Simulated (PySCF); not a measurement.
C6H10OP2.
Cartesian coordinates in Å at the PBE0-D3(BJ)/def2-SVP level; atoms count from 1:
```xyz
19
C6H10OP2 angstrom
C     -0.801   -1.980    1.051
P     -0.717   -0.221    1.611
C     -1.390    0.618    0.093
P     -1.308    2.478    0.066
C      1.069    0.045    1.385
C      2.083   -0.679    0.809
C      3.289    0.047    1.047
C      2.922    1.155    1.751
O      1.595    1.159    1.965
H     -0.298   -2.625    1.787
H     -0.350   -2.140    0.059
H     -1.859   -2.278    1.005
H     -0.895    0.246   -0.820
H     -2.457    0.345    0.015
H     -1.707    2.691    1.423
H      0.080    2.605    0.379
H      1.981   -1.622    0.278
H      4.297   -0.222    0.737
H      3.476    1.999    2.154
```

All values: PBE0/pcSseg-1 (PySCF, non-relativistic), on one gas-phase PBE0-D3(BJ)/def2-SVP geometry that isn't relaxed in the solvent. The solvent is an IEF-PCM continuum (van der Waals radii × 1.2). Specific hydrogen bonds and non-electrostatic terms are outside this model.

Gas phase at PBE0/pcSseg-1: HOMO -6.42 eV, LUMO -0.29 eV, dipole 2.15 D.

What does the continuum do to the energy, the frontier levels and the dipole at PBE0/pcSseg-1 in benzene and dichloromethane?

```json
{"solvent": "benzene", "ε": "2.271", "E(solvent) − E(gas) (kJ/mol)": "-10.79", "polarisation term (kJ/mol)": "-11.46", "distortion of the solute (kJ/mol)": "0.67", "HOMO (eV)": "-6.39", "LUMO (eV)": "-0.25", "dipole (D)": "2.47"}
{"solvent": "dichloromethane", "ε": "8.93", "E(solvent) − E(gas) (kJ/mol)": "-21.26", "polarisation term (kJ/mol)": "-24.06", "distortion of the solute (kJ/mol)": "2.80", "HOMO (eV)": "-6.40", "LUMO (eV)": "-0.25", "dipole (D)": "2.83"}
```

The first energy column is the sum of the next two and covers electrostatics alone. From benzene to dichloromethane the lowering changes by a factor 1.97, Onsager's factor (ε − 1)/(2ε + 1) by 1.83 and ε itself by 3.9.

Which radius a makes the point-dipole formula ΔE = −[(ε − 1)/(2ε + 1)]·μ²/a³ give the value in dichloromethane, with the gas-phase dipole?

μ = 0.846 au and |ΔE| = 0.00810 Eh give a = 1.77 Å; the farthest nucleus lies 3.84 Å from the centroid of the nuclei, so such a sphere wouldn't even hold the nuclei. The formula assumes a rigid point dipole at the centre of a sphere.

Give the dipole vector in the frame of the coordinates (D, pointing from negative to positive charge), gas and dichloromethane.

Gas (1.10, -1.72, -0.68), solvent (1.26, -2.31, -1.04). Its length changes by +32 % and its direction by 5°.

Which Hirshfeld charges (PBE0/pcSseg-1) respond most in benzene (means over atoms taken as equivalent)?

| atoms | environment | gas (e) | solvent (e) | change |
| --- | --- | --- | --- | --- |
| P2 | phosphine phosphorus | +0.147 | +0.137 | -0.010 |
| P4 | phosphine phosphorus | +0.062 | +0.053 | -0.009 |
| O9 | furan-type oxygen | -0.060 | -0.065 | -0.005 |
| H19 | aromatic hydrogen | +0.066 | +0.070 | +0.004 |
| H17 | aromatic hydrogen | +0.054 | +0.058 | +0.004 |
| H18 | aromatic hydrogen | +0.058 | +0.061 | +0.003 |
| H13/H14 | methylene hydrogen | +0.039 | +0.042 | +0.003 |
| H10/H11/H12 | methyl hydrogen | +0.044 | +0.046 | +0.002 |
| C5 | substituted aromatic carbon | -0.007 | -0.009 | -0.002 |
| C7 | aromatic CH carbon | -0.090 | -0.092 | -0.002 |
| C3 | sp3 carbon bound to phosphorus | -0.162 | -0.160 | +0.002 |
| C1 | sp3 carbon bound to phosphorus | -0.162 | -0.160 | +0.002 |

How do the nuclear quadrupole coupling constants eQVzz/h respond in benzene?

```
  nucleus  Q (barn)  gas (MHz)  solvent (MHz)  η gas  η solvent
17O at O9   -0.0256      -8.71          -8.67   0.02       0.02
```
